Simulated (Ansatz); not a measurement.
The cluster Be7⁻. Charge -1, multiplicity 2. Geometry PBE0/def2-TZVPD; atoms count from 1.

```xyz
7

Be   -1.7891    1.0444   -1.3974
Be   -1.5557   -0.5940   -0.2183
Be   -0.1917    1.0883   -0.0724
Be    1.2855    0.8225    1.4324
Be    2.0576   -1.0924    1.7116
Be    0.5403   -0.9168    0.2204
Be   -0.3470   -0.3521   -1.6763
```

The charge -1 doublet is spin-contaminated (final ⟨S²⟩ up to 1.34, 0.75 for a pure state). The geometry of the doublet was relaxed on an unsound state (⟨S²⟩ 1.34, where a pure state has 0.75). Another isomer (doublet) lies 0.19 eV lower at PBE0/def2-TZVPD; other spin states weren't run for this one.

Problem. Estimate the Mulliken populations from the PBE0/def2-TZVPD orbitals of Ansatz.

Solution. 
```
atom  charge (e)  spin (α − β)
 Be1       -0.05          0.44
 Be2       -0.36         -0.01
 Be3       -0.22          0.05
 Be4       -0.12          0.00
 Be5        0.01          0.15
 Be6        0.14          0.17
 Be7       -0.40          0.20
```
Mulliken values and Mayer orders depend strongly on the basis. With diffuse functions, as here, like atoms can get unlike values, and bond orders can come out too low or too high.

Problem. Where does the spin sit?

Solution. Summed by element: Be 1.00, of 1 unpaired in all. Largest on single atoms: Be1 0.44, Be7 0.20, Be6 0.17.

Problem. And the Mayer bond orders between bonded heavy atoms (over 0.3)?

Solution. Be1–Be2 0.83 (2.03 Å); Be1–Be3 0.84 (2.08 Å); Be1–Be7 0.80 (2.03 Å); Be2–Be3 0.69 (2.17 Å); Be2–Be6 0.47 (2.17 Å); Be2–Be7 1.21 (1.91 Å); Be3–Be4 0.81 (2.13 Å); Be3–Be7 0.73 (2.16 Å); Be4–Be5 0.94 (2.08 Å); Be4–Be6 0.46 (2.25 Å); Be5–Be6 0.88 (2.13 Å); Be6–Be7 0.50 (2.17 Å).
